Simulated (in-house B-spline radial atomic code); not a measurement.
**Ionising Co³⁺ with different functionals**

Computed with a B-spline radial code for spherical atoms: non-relativistic Hamiltonian, point nucleus, spin-polarised at highest spin, spherical fractional occupations for the functionals, the average over the highest-spin determinants for Hartree-Fock. The ionisation energy is the difference of two self-consistent energies, [Ar] 3d6 → [Ar] 3d5, without Breit or QED terms; ε is the level of the shell that loses the electron (its least bound occupied spin orbital).

Hybrids are left out here: with spherical fractional occupations of an open shell their exact exchange keeps a self-interaction that integer-occupation calculations don't have.

```tsv
method	rung	ΔSCF (eV)	-ε(3d) (eV)
Hartree-Fock	Hartree-Fock	49.48	52.12
LDA VWN5	LDA	52.77	43.12
LDA PW92	LDA	52.76	43.12
LDA exchange-only	LDA	50.51	41.00
PBE	GGA	52.30	42.67
PBEsol	GGA	52.26	42.63
BLYP	GGA	52.37	42.72
RPBE	GGA	52.17	42.55
PW91	GGA	52.47	42.82
BP86	GGA	52.45	42.80
AM05	GGA	52.28	42.66
OLYP	GGA	52.22	42.57
TPSS	meta-GGA	51.98	42.38
SCAN	meta-GGA	51.01	41.66
r2SCAN	meta-GGA	51.08	41.73
M06-L	meta-GGA	50.99	41.47
revTPSS	meta-GGA	51.69	42.14
```

Problem. How do they compare with the NIST value?

Solution. NIST lists 51.3 eV ± 0.1 (semi-empirical, ground level to ground level). Errors run from -1.79 to +1.50 eV; r2SCAN is closest (-0.19 eV), though others lie within the uncertainty of it, and part of that can be cancellation, since the calculations leave out relativity, Breit-QED terms, multiplet and fine-structure energies. Hartree-Fock also lacks correlation.
